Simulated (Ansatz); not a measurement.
Interaction energy ladder

The pair of K⁺ (SMILES [K+], atom 1) and BF3 (SMILES FB(F)F, atoms 2–5), both closed shells, in one local arrangement (a lower one may exist), relaxed at PBE0-D4/def2-TZVP:

```json
{"atom": "K1", "x (Å)": "-0.0117", "y (Å)": "-0.6547", "z (Å)": "-3.1256"}
{"atom": "F2", "x (Å)": "-0.0014", "y (Å)": "-0.1132", "z (Å)": "-0.5037"}
{"atom": "B3", "x (Å)": "0.0031", "y (Å)": "0.1703", "z (Å)": "0.8126"}
{"atom": "F4", "x (Å)": "0.1666", "y (Å)": "-0.8090", "z (Å)": "1.6467"}
{"atom": "F5", "x (Å)": "-0.1567", "y (Å)": "1.4067", "z (Å)": "1.1699"}
```

Program: Ansatz 0.2.0. Basis: def2-TZVPPD, with def2-QZVPPD for the basis limit. Cores are frozen in the correlated methods. The outer core shell of Li, Na, Mg and K is correlated. The def2 sets are not built for correlating such inner shells, so the correlated values are less sure here. B3LYP uses VWN-RPA correlation. Extrapolation: Hartree–Fock as exp(−7.88 √X), correlation as X^−2.97. Interaction energies count from these two fragments, frozen as in the pair, with the counterpoise correction; negative means bound.

What is the interaction energy by CCSD(T) at an estimated basis limit (MP2 extrapolated from triple and quadruple zeta, plus CCSD(T) − MP2 in triple zeta)? (Judge from chemistry; the value comes from the calculation.)

By the calculation: -31.3 kJ/mol. Hartree–Fock alone gives -28.5 kJ/mol at the basis limit. It counts from the two fragments frozen as in the pair.

The same quantity by other methods in triple zeta, and each one's difference from that estimate:
| method | E_int (kJ/mol) | difference |
| --- | --- | --- |
| PBE-D4 | -31.8 | -0.5 |
| revPBE-D4 | -30.3 | 1.0 |
| BLYP-D4 | -32.9 | -1.7 |
| r2SCAN-D4 | -30.8 | 0.4 |
| B97M-V | -31.2 | 0.1 |
| PBE0-D4 | -31.8 | -0.5 |
| B3LYP-D4 | -33.5 | -2.3 |
| HSE06-D4 | -31.8 | -0.5 |
| wB97X-V | -30.9 | 0.3 |
| wB97M-V | -30.9 | 0.4 |
| B2PLYP | -29.9 | 1.3 |
| HF | -28.1 | 3.2 |
| MP2 | -29.5 | 1.7 |
| CCSD | -29.5 | 1.8 |
| CCSD(T) | -29.6 | 1.7 |
Differences are method less estimate.

Which atoms make the shortest contact between the fragments?

K1 and F2, 2.68 Å apart.

Energy to bend the free fragments (PBE0-D4 minima) into their shapes in the pair, CCSD(T)/def2-TZVPPD: BF3 4.1 kJ/mol. This must be added to the interaction energy to get the binding energy from relaxed fragments.

Basis-set superposition shift (counterpoise-corrected less uncorrected): CCSD(T) 4.1; MP2 3.8; HF 0.3; PBE0-D4 0.6; wB97M-V 0.6 kJ/mol.

The T1 diagnostic stays at or below 0.013.

For scale, one of the runs: CCSD(T)/def2-TZVPPD, 193 basis functions, launched by `ansatz run in.yaml --threads 4 --pin off --events-out ev --progress --plain --max-ram 9574MiB`. Hardware: 4 CPU threads of an Arm Neoverse V2, shared host. Wall time 62 s; peak host memory 2.5 GiB.
